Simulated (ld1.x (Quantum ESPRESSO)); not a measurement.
## Reading a pseudo-wave (lanthanum (La))

Columns: radius, all-electron u(r) and pseudo u(r) of the 5p shell (level -22.40 eV) of lanthanum in the configuration [Kr] 4d10 4f0 5s2 5p6 5d1 6s2 6p0; PBE, scalar-relativistic, TM scheme, ld1.x (Quantum ESPRESSO) 7.5.

```
r (bohr)  all-electron   pseudo
   0.143       -0.1680  -0.0168
   0.285       -0.1408  -0.0655
   0.428        0.3223  -0.1427
   0.570        0.4448  -0.2409
   0.713        0.2513  -0.3534
   0.855       -0.0608  -0.4692
   0.998       -0.3638  -0.5806
   1.140       -0.5980  -0.6770
   1.283       -0.7549  -0.7527
   1.425       -0.8402  -0.8018
   1.568       -0.8690  -0.8232
   1.710       -0.8560  -0.8175
   1.853       -0.8146  -0.7884
   1.995       -0.7564  -0.7412
   2.138       -0.6888  -0.6815
   2.280       -0.6186  -0.6158
   2.423       -0.5489  -0.5481
   2.565       -0.4832  -0.4831
   2.708       -0.4219  -0.4219
   2.850       -0.3668  -0.3668
   2.992       -0.3173  -0.3173
   3.135       -0.2733  -0.2733
   3.278       -0.2347  -0.2347
   3.420       -0.2012  -0.2012
   3.563       -0.1719  -0.1719
   3.705       -0.1468  -0.1468
```

How many radial nodes do the two functions have?

The all-electron 5p function has n − l − 1 = 3 (the table is too coarse to show those close to the nucleus); the pseudo-wave has 0, since the states of the same l below it are removed with the core.

At about which radius was the pseudo-wave matched?

2.85 bohr. The columns agree to 0.0005 from 2.56 bohr on; several derivatives are matched, so the curves merge somewhat inside the radius.

Is the pseudo-wave norm-conserving?

Yes: the TM scheme keeps the norm inside the radius equal to the all-electron one, which fixes the energy derivative of the logarithmic derivative at the level.
